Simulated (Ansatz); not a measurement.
Stretching the Sn1–H4 bond in BrFH2Sn (SMILES [F][SnH2][Br]) (multiplicity 1 held, fragments rigid). Energies count from the point at 1.700 Å.
Geometry at that point (charge 0, multiplicity 1):
| atom | x (Å) | y (Å) | z (Å) |
|---|---|---|---|
| Sn | -0.8209 | -0.2542 | 0.0412 |
| F | -1.5335 | 1.4364 | -0.5548 |
| Br | 1.6422 | 0.0461 | 0.0704 |
| H | -1.2425 | -1.3772 | -1.1627 |
| H | -1.3881 | -0.4538 | 1.6308 |

Signs of static correlation in def2-SVP, with CASSCF(2,2), from Ansatz (a program for electronic structure) runs.

| R (Å) | T1 of restricted CCSD | ⟨S²⟩ of UHF | largest double amplitude of restricted CCSD | weight of the CASSCF reference in MRCISD | CASSCF natural occupations |
|---|---|---|---|---|---|
| 1.360 | 0.012 | 0.000 | 0.045 | 0.897 | 1.99 0.01 |
| 1.530 | 0.012 | 0.000 | 0.046 | 0.897 | 1.98 0.02 |
| 1.700 | 0.012 | 0.000 | 0.045 | 0.897 | 1.97 0.03 |
| 1.869 | 0.013 | 0.000 | 0.044 | 0.897 | 1.96 0.04 |
| 2.039 | 0.013 | 0.000 | 0.051 | 0.897 | 1.94 0.06 |
| 2.294 | 0.014 | 0.128 | 0.122 | 0.897 | 1.90 0.10 |
| 2.549 | 0.016 | … | 0.213 | 0.897 | 1.83 0.17 |
| 2.974 | 0.021 | 0.863 | 0.365 | 0.897 | 1.65 0.35 |
| 3.399 | 0.028 | 0.962 | … | 0.897 | 1.43 0.57 |
| 3.909 | 0.034 | 0.998 | 0.682 | 0.897 | 1.23 0.77 |
| 4.589 | 0.037 | 1.008 | 0.814 | 0.897 | 1.09 0.91 |
| 5.438 | 0.035 | 1.010 | 0.882 | 0.897 | 1.03 0.97 |

Question: Some entries are withheld; supply them.

Answer: 
- 2.549, ⟨S²⟩ of UHF: 0.562
- 3.399, largest double amplitude of restricted CCSD: 0.522

Doubts at one or more of the structures used: a restricted determinant that unrestricted orbitals would lower (R-CCSD(T)/def2-SVP); other coupled-cluster roots lie near (R-CCSD(T)/def2-SVP); a spin-contaminated determinant (U-CCSD(T)/def2-SVP); T1 above 0.05 (U-CCSD(T)/def2-SVP).
